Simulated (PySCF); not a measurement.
glyoxal (C2H2O2), singlet, geometry from GFN2-xTB, with bond 4-1 at 1.3 times its length; PBE/6-31G** in PySCF.

Here is a job for PySCF.
```python
from pyscf import gto, scf, dft

mol = gto.M(
    atom='''
C     0.020264    0.758340    0.007480
C    -0.020264   -0.758340   -0.007480
O     1.039602    1.385374    0.031588
H    -1.278883    1.369433   -0.010008
O    -1.039602   -1.385374   -0.031588
H     0.979080   -1.228412    0.005972
''',
    basis='6-31g**',
    charge=0,
    spin=0,
    verbose=4,
)

mf = dft.RKS(mol)
mf.xc = 'pbe'
mf.init_guess = 'sap'
mf.kernel()
```

The log (banner, timings and long lists left out):

```
PySCF version 2.14.0

[INPUT] verbose = 4
[INPUT] num. atoms = 6
[INPUT] num. electrons = 30
[INPUT] charge = 0
[INPUT] spin (= nelec alpha-beta = 2S) = 0
[INPUT] symmetry False subgroup None
[INPUT] Mole.unit = angstrom
[INPUT] Symbol           X                Y                Z      unit          X                Y                Z       unit  Magmom
[INPUT]  1 C      0.020264000000   0.758340000000   0.007480000000 AA    0.038293410188   1.433054909303   0.014135151412 Bohr   0.0
[INPUT]  2 C     -0.020264000000  -0.758340000000  -0.007480000000 AA   -0.038293410188  -1.433054909303  -0.014135151412 Bohr   0.0
[INPUT]  3 O      1.039602000000   1.385374000000   0.031588000000 AA    1.964563058550   2.617977440093   0.059692668823 Bohr   0.0
[INPUT]  4 H     -1.278883000000   1.369433000000  -0.010008000000 AA   -2.416738615362   2.587853315942  -0.018912379055 Bohr   0.0
[INPUT]  5 O     -1.039602000000  -1.385374000000  -0.031588000000 AA   -1.964563058550  -2.617977440093  -0.059692668823 Bohr   0.0
[INPUT]  6 H      0.979080000000  -1.228412000000   0.005972000000 AA    1.850193054039  -2.321362248129   0.011285444416 Bohr   0.0

nuclear repulsion = 101.040729975766
number of shells = 30
number of NR pGTOs = 122
number of NR cGTOs = 66
basis = 6-31g**
ecp = {}

******** <class 'pyscf.dft.rks.RKS'> ********
method = RKS
initial guess = sap
damping factor = 0
level_shift factor = 0
DIIS = <class 'pyscf.scf.diis.CDIIS'>
diis_start_cycle = 1
diis_space = 8
diis_damp = 0
SCF conv_tol = 1e-09
SCF conv_tol_grad = None
SCF max_cycles = 50
direct_scf = True
direct_scf_tol = 1e-13
XC library pyscf.dft.libxc version 7.1.2
    S. Lehtola, C. Steigemann, M. J. T. Oliveira, and M. A. L. Marques,  SoftwareX 7, 1–5 (2018)
XC functionals = pbe
    J. P. Perdew, K. Burke, and M. Ernzerhof,  Phys. Rev. Lett. 77, 3865 (1996)
    J. P. Perdew, K. Burke, and M. Ernzerhof,  Phys. Rev. Lett. 78, 1396 (1997)
    J. P. Perdew, K. Burke, and M. Ernzerhof,  Phys. Rev. Lett. 77, 3865 (1996)
    J. P. Perdew, K. Burke, and M. Ernzerhof,  Phys. Rev. Lett. 78, 1396 (1997)
radial grids:
    Treutler-Ahlrichs [JCP 102, 346 (1995); DOI:10.1063/1.469408] (M4) radial grids

becke partition: Becke, JCP 88, 2547 (1988); DOI:10.1063/1.454033
pruning grids: <function nwchem_prune>
grids dens level: 3
symmetrized grids: False
atomic radii adjust function: <function treutler_atomic_radii_adjust>
small_rho_cutoff = 0
Set gradient conv threshold to 3.16228e-05
Initial guess from superposition of atomic potentials (doi:10.1021/acs.jctc.8b01089)
This is the Gaussian fit version as described in doi:10.1063/5.0004046.
Found SAP basis sapgrasplarge
  HOMO = -0.605938488884751  LUMO = -0.544299858283732  gap/eV = 1.67727
tot grids = 76016
init E= -226.806151766255
  HOMO = 0.000627716879978646  LUMO = 0.121624773148965  gap/eV = 3.29250
cycle= 1 E= -225.893136527176  delta_E= 0.913  |g|= 2.35  |ddm|= 3.94
  HOMO = -0.254059533163205  LUMO = -0.211589265138704  gap/eV = 1.15567
cycle= 2 E= -217.052810103234  delta_E= 8.84  |g|=  6.5  |ddm|= 6.93
  HOMO = -0.29288063643098  LUMO = -0.244929337488415  gap/eV = 1.30482
cycle= 3 E= -227.350885237855  delta_E= -10.3  |g|= 0.794  |ddm|= 5.29
  HOMO = -0.188980805191438  LUMO = -0.111265712277338  gap/eV = 2.11474
cycle= 4 E= -227.441416132677  delta_E= -0.0905  |g|= 0.663  |ddm|= 1.38
  HOMO = -0.220061012772706  LUMO = -0.152032518847228  gap/eV = 1.85115
cycle= 5 E= -227.519549919717  delta_E= -0.0781  |g|= 0.292  |ddm|= 0.691
  HOMO = -0.228559764555814  LUMO = -0.158722215200663  gap/eV = 1.90038
cycle= 6 E= -227.533800308751  delta_E= -0.0143  |g|= 0.133  |ddm|= 0.281
  HOMO = -0.222841203820336  LUMO = -0.149122700131792  gap/eV = 2.00598
cycle= 7 E= -227.537709915444  delta_E= -0.00391  |g|= 0.0265  |ddm|= 0.118
  HOMO = -0.223288607066996  LUMO = -0.149601397338654  gap/eV = 2.00513
cycle= 8 E= -227.537839261015  delta_E= -0.000129  |g|= 0.00973  |ddm|= 0.0261
  HOMO = -0.22338667682722  LUMO = -0.149624970257893  gap/eV = 2.00716
cycle= 9 E= -227.537861907314  delta_E= -2.26e-05  |g|= 0.00218  |ddm|= 0.00884
  HOMO = -0.223350394478013  LUMO = -0.149501611611699  gap/eV = 2.00953
cycle= 10 E= -227.53786308814  delta_E= -1.18e-06  |g|= 0.000229  |ddm|= 0.0025
  HOMO = -0.223320736677631  LUMO = -0.149482401559141  gap/eV = 2.00924
cycle= 11 E= -227.5378631024  delta_E= -1.43e-08  |g|= 7.43e-05  |ddm|= 0.000513
  HOMO = -0.223321382218992  LUMO = -0.149480732834698  gap/eV = 2.00931
cycle= 12 E= -227.537863104438  delta_E= -2.04e-09  |g|= 9.26e-06  |ddm|= 0.000142
  HOMO = -0.223321004026698  LUMO = -0.149480379491714  gap/eV = 2.00931
cycle= 13 E= -227.537863104454  delta_E= -1.58e-11  |g|= 5.89e-06  |ddm|= 1.61e-05
  HOMO = -0.223321956248021  LUMO = -0.149481362915828  gap/eV = 2.00930
Extra cycle  E= -227.537863104414  delta_E= 3.94e-11  |g|= 1.55e-05  |ddm|= 1.68e-05
converged SCF energy = -227.537863104414
```
